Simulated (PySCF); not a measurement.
## Dipole response of Cs (caesium, neutral)

[Xe] 6s1, 2S determinant. Calculation: PySCF 2.14, in aug-cc-pwCVTZ-X2C with one added diffuse shell each of s, p, d, f type (12s11p9d5f, 125 functions); the spin-free X2C one-electron Hamiltonian (Gaussian nucleus). Coupled (time-dependent) response in atomic units; α is the mean over directions.

```json
{"method": "M06", "mean α (bohr³)": "285.2", "C₆ (like pair)": "3662", "S(−4)": "105500"}
```

S(−4) is the Cauchy moment in α(ω) = α(0) + S(−4) ω² + …

Reference α: 400.9 ± 0.7 bohr³ (recommended; Schwerdtfeger and Nagle, table of static dipole polarizabilities (2023 update)). Published C₆: 6660 (Gould and Bucko (2016)).

α(iu) at M06:

| u (hartree) | α(iu) (bohr³) |
| --- | --- |
| 0 | 285.2 |
| 0.0500 | 156.4 |
| 0.100 | 77.22 |
| 0.200 | 34.87 |
| 0.300 | 23.09 |
| 0.500 | 14.11 |
| 0.750 | 9.073 |
| 1.00 | 6.323 |
| 1.50 | 3.577 |
| 2.00 | 2.323 |
| 3.00 | 1.243 |
| 5.00 | 0.5478 |

A single London oscillator, α(iu) = α/(1 + u²/ω²), gives C₆ = (3/4) ω α². Matching the computed C₆ needs ω = 4 × 3662 / (3 × 285.2²) = 0.0600 hartree.

Spin-orbit coupling, which splits the p, d and f shells strongly at this Z, is absent.
